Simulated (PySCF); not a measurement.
Structure problem from calculated spectra and properties.

Elements present: B, C, H, N and O. Monoisotopic mass: 138.0601 u.

- Triplet: lowest triplet excitation (Tamm–Dancoff): 3.53 eV [TDA CAM-B3LYP/def2-SVPD]
- 13C NMR: chemical shifts (computed TMS as zero) by class: 148.5 (1 C), 147.3 (1 C), 138.2 (1 C), 134.9 (1 C), 121.5 (1 C) ppm [GIAO PBE0/pcSseg-1]
- NMR, other nuclei: isotropic shieldings of nuclei other than C and H, by class: 75 (1 B), -98 (1 N), 193 (1 N), 224 (2 O) ppm [GIAO PBE0/pcSseg-1]
- Valence photoelectron: vertical ionisation energy: 8.27 eV [ΔSCF CAM-B3LYP/def2-SVPD]
- Rotational structure: rotational constants A, B, C: 3.706, 0.774, 0.640 GHz [PBE0-D3(BJ)/def2-SVP]
- UV, strongest line: among the 10 lowest singlet transitions: S9 at 7.12 eV (174 nm, f = 0.446) [TDDFT CAM-B3LYP/def2-SVPD]
- 1H NMR: chemical shifts (computed TMS as zero) by class: 8.02 (1 H), 7.79 (1 H), 6.79 (1 H), 5.55 (2 H), 3.21 (2 H) ppm [GIAO PBE0/pcSseg-1]

The electronic properties come from PySCF, for the isolated species, density fitting. Levels stand in brackets. Isolated species at its PBE0-D3(BJ)/def2-SVP geometry (one conformer only). NMR classes are plain means over equivalent atoms (diastereotopic ones count apart unless rotation or inversion swaps them), as if these changed places fast.

Task: Which formula fits the mass and the elements?

Result: C5H7BN2O2 (calculated 138.0601). No other formula that holds each of these elements comes within 0.0003 u with a fitting electron parity and a possible valence count.

Task: Propose a structure and show how it fits.

Result: Numbering: `[NH2:1][c:2]1[cH:3][cH:4][c:5]([B:6]([OH:7])[OH:8])[n:9][cH:10]1`. 5 carbons fall into 5 classes; from least to most shielded: substituted aromatic carbon [C5] (148.5 ppm), aromatic carbon bearing nitrogen [C2] (147.3 ppm), aromatic CH next to a ring nitrogen [C10] (138.2 ppm), aromatic CH carbon [C4] (134.9 ppm), aromatic CH carbon [C3] (121.5 ppm). Hydrogen classes from least to most shielded: 1 H on an aromatic CH next to a ring nitrogen, C10 (8.02 ppm), 1 H on an aromatic CH carbon, C4 (7.79 ppm), 1 H on an aromatic CH carbon, C3 (6.79 ppm), 2 H on 2 boron-bound oxygens, O7/O8 (5.55 ppm, a mean of values up to 3.4 ppm apart in this geometry), 2 H on an aniline-type nitrogen, N1 (3.21 ppm). The other shieldings belong to: 75 ppm, three-coordinate boron [B6]; -98 ppm, pyridine-type nitrogen [N9]; 193 ppm, aniline-type nitrogen [N1]; 224 ppm, boron-bound oxygen [O7/O8]. The first electron is taken from the HOMO, whose largest Löwdin shares are 0.25 on the aniline-type nitrogen, 0.17 on the substituted aromatic carbon, 0.14 on the aromatic carbon bearing nitrogen and 0.13 on the aromatic CH next to a ring nitrogen. By its constants the optimised geometry is an asymmetric top. Structure: `Nc1ccc(B(O)O)nc1`. The assignments are read from this structure; whether some other isomer fits the data as well wasn't checked.

Conformer computed: `[NH2:1][c:2]1[cH:3][cH:4][c:5]([B:6]([OH:7])[OH:8])[n:9][cH:10]1`: C4–C5–B6–O7 180°, H–N1–C2–C3 165°, H–N1–C2–C3 20°, H–O7–B6–C5 0°, H–O8–B6–C5 180°.
